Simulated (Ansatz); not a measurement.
Abridged output of a molecular run in Ansatz:

```
Functional definition: HF
2280 factors; integrals over basis functions are off by at most 1.5e-3 eV
mean field evaluation 1: about -36787.0890 eV, gradient 8.2e1 eV
mean field evaluation 2: about -36787.4027 eV, gradient 8.2e1 eV
mean field evaluation 4: about -36799.7710 eV, gradient 6.3e0 eV
mean field evaluation 8: about -36799.9081 eV, gradient 6.3e-1 eV
mean field -36799.90957352 eV, -1352.3717329522 hartree, gradient 2.5e-6 eV, S^2 0.000000; 0 other end points of the search recorded, 0 dependent functions left out
20 core orbitals not correlated: weight in the atoms' cores, before any rotation towards them, 1.000 or more for the frozen orbitals, at most 0.000 for the correlated occupied ones
reference -36799.90957352 eV, -1352.3717329522 hartree; 46, 46 occupied and 172, 172 virtual orbitals, 2280 factors
second order -68.34710402 eV of doubles, -0.00000000 eV of singles
cycle   1  -67.49712043 eV  change    8.5e-1 eV  update   2.0e-1
cycle   2  -68.99572110 eV  change    -1.5e0 eV  update   5.8e-2
cycle   3  -69.38458976 eV  change   -3.9e-1 eV  update   3.2e-2
cycle   4  -69.37826968 eV  change    6.3e-3 eV  update   9.0e-3
cycle   5  -69.35896516 eV  change    1.9e-2 eV  update   5.0e-3
cycle   6  -69.35996316 eV  change   -1.0e-3 eV  update   1.8e-3
cycle   7  -69.36103626 eV  change   -1.1e-3 eV  update   8.4e-4
cycle   8  -69.36048242 eV  change    5.5e-4 eV  update   3.0e-4
cycle   9  -69.36031274 eV  change    1.7e-4 eV  update   1.2e-4
cycle  10  -69.36054058 eV  change   -2.3e-4 eV  update   5.7e-5
cycle  11  -69.36047141 eV  change    6.9e-5 eV  update   2.2e-5
perturbative correction -1.76790366 eV, -0.0649692612 hartree
Total energy: -36871.03794859 eV, -1354.9856525234 hartree
```

Its atoms:

Cartesian coordinates in Å:
```
O 2.153 -1.926 -1.558
Al 0.626 -1.898 -0.848
F -0.360 -3.217 -0.786
O 0.746 -1.186 0.829
C 0.298 -0.072 1.209
C 0.589 0.239 2.684
F 0.095 1.420 3.047
F 0.047 -0.697 3.455
F 1.901 0.252 2.889
C -0.403 0.842 0.434
C -0.669 0.551 -0.897
C -1.450 1.552 -1.759
F -1.788 2.639 -1.069
F -2.561 0.982 -2.213
F -0.709 1.927 -2.795
O -0.330 -0.492 -1.516
H 2.555 -2.688 -1.968
H -0.741 1.770 0.864
```

Task: Which basis set was used?
A. def2-TZVPP
B. def2-SVPD
C. def2-SVP
D. def2-TZVPPD

Result: C. It gives 238 functions.

Task: Write the keys of the input that set method, charge and spin (a neutral closed shell needs none for the last two).

Result: 
```yaml
correlation: {method: ccsd_t}
```
